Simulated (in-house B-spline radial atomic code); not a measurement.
## Solving the quasi-particle equation for 4d up of Tc III (Tc2+)

Configuration [Kr] 4d5, highest spin, start PBE; correlation leaves out the 5 deepest shells. Computed with an all-electron radial atomic-structure program (B-spline basis): all electrons, scalar-relativistic (spin-free one-electron X2C), finite nucleus, each spin shell either full or empty, empty states to l = 9 with an (l + 1/2)⁻⁴ tail; G0W0 by contour deformation at full frequency.

At the mean-field level ε = -23.817 eV the matrix elements are Σx = -29.892 eV, v_xc = -23.644 eV and Σc(ε) = -0.308 eV, and the slope of the correlation self-energy is dΣc/dω = -0.0842. The quasi-particle energy solves E = ε + Σx − v_xc + Σc(E).

Question: What does the linearised equation give?

Answer: Z = 1/(1 − dΣc/dω) = 1/1.0842 = 0.9223. The first-order shift is Σx − v_xc + Σc(ε) = -29.892 − (-23.644) + (-0.308) = -6.556 eV, so E ≈ ε + Z × shift = -23.817 + 0.9223 × (-6.556) = -29.864 eV.

Question: How does that compare with the full solution and with static screening?

Answer: Solving the equation at full frequency dependence gives E = -29.992 eV, where Σc = 0.073 eV and the weight is 0.790; the linearised value is off by 128 meV; so low a weight means that a satellite takes much of the strength. Leaving Z out would give -30.373 eV. Static COHSEX puts -2.864 eV in place of Σc and gives -32.929 eV, 2.94 eV deeper.
